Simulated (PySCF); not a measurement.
C3H6N2Si.
Geometry (PBE0-D3(BJ)/def2-SVP, Å), atoms numbered from 1 in this order:
```xyz
12
C3H6N2Si angstrom
Si     1.8986    0.0355    0.0019
N      0.1260   -0.0757   -0.0206
C     -0.7851    0.9393    0.2080
C     -2.0268    0.3694    0.0931
N     -1.9141   -0.9634   -0.1985
C     -0.6323   -1.1978   -0.2593
H      2.3911   -1.3311   -0.3159
H      2.3548    0.4707    1.3511
H      2.3487    1.0208   -1.0201
H     -0.4739    1.9587    0.4271
H     -2.9966    0.8532    0.2056
H     -0.1724   -2.1637   -0.4735
```

Level of theory: core-valence-separated Tamm–Dancoff BHandHLYP/aug-pcX-1 (pcseg-1 on H, def2-SVPD on Si) in PySCF, non-relativistic, gas phase, PBE0-D3(BJ)/def2-SVP geometry. The energies are unshifted.

**Question.** List the nitrogen K-edge absorption lines.

**Answer.** 
```
E (eV)       f  core hole on                 main final orbital                        polarisation
397.27  0.0594            N5                     LUMO+10 (33 %)                                   –
399.64  0.0384            N2                      LUMO+3 (73 %)  normal to the local trigonal plane
400.21  0.0027            N5                      LUMO+3 (54 %)                                   –
400.74  0.0002            N5                        LUMO (68 %)                                   –
400.91  0.0163            N2                        LUMO (44 %)         in the local trigonal plane
401.19  0.0043            N5                      LUMO+4 (43 %)                                   –
401.39  0.0009            N5                      LUMO+2 (59 %)                                   –
401.53  0.0003            N5                      LUMO+1 (66 %)                                   –
401.73  0.0004            N5  LUMO+5/LUMO+6 (2 roots, f summed)                                   –
401.94  0.0006            N5                      LUMO+8 (50 %)                                   –
```

The first line with a tenth or more of the strongest one's intensity is at 397.27 eV (f = 0.059), with the hole on N5 (pyridine-type nitrogen). It is also the strongest listed.

**Question.** What does the C 1s absorption edge look like?

**Answer.** 
```
E (eV)       f  core hole on  main final orbital                        polarisation
284.05  0.0575            C4       LUMO+3 (33 %)  normal to the local trigonal plane
284.19  0.0612            C3       LUMO+3 (52 %)  normal to the local trigonal plane
284.39  0.0697            C6       LUMO+3 (55 %)  normal to the local trigonal plane
286.31  0.0168            C3         LUMO (67 %)         in the local trigonal plane
286.47  0.0148            C4       LUMO+4 (47 %)         in the local trigonal plane
286.51  0.0024            C4       LUMO+3 (52 %)  normal to the local trigonal plane
287.16  0.0027            C4         LUMO (71 %)         in the local trigonal plane
287.32  0.0174            C6         LUMO (50 %)         in the local trigonal plane
287.35  0.0045            C3       LUMO+1 (36 %)         in the local trigonal plane
287.52  0.0012            C4       LUMO+2 (44 %)         in the local trigonal plane
287.58  0.0013            C3       LUMO+5 (50 %)  normal to the local trigonal plane
287.69  0.0006            C3       LUMO+4 (54 %)                                   –
287.76  0.0010            C4       LUMO+1 (54 %)         in the local trigonal plane
287.83  0.0039            C4       LUMO+9 (54 %)  normal to the local trigonal plane
287.94  0.0027            C3       LUMO+1 (45 %)         in the local trigonal plane
```

The first line with a tenth or more of the strongest one's intensity is at 284.05 eV (f = 0.057), with the hole on C4 (aromatic CH next to a ring nitrogen), polarised normal to the local trigonal plane: a 1s→π* resonance. The strongest listed is at 284.39 eV (f = 0.070; C6, 1s→π*).

Roots within 0.03 eV whose holes lie on the same, on equivalent or on shared atoms are summed into one line, and the highest roots are left out, as the search may have cut off their partners. Final orbitals are the ground state's empty Kohn–Sham orbitals. A dash: too weak, shared between unlike atoms, or no plane or axis to refer to.

**Question.** What is the summed oscillator strength of the listed N K lines, and their intensity-weighted mean energy?

**Answer.** Σf = 0.123 over 10 lines from 397.27 to 401.94 eV; the weighted mean is 398.77 eV. The strongest line holds 48 % of the sum.

The ionisation thresholds weren't computed; near and above them a finite basis only mimics Rydberg series and continuum.
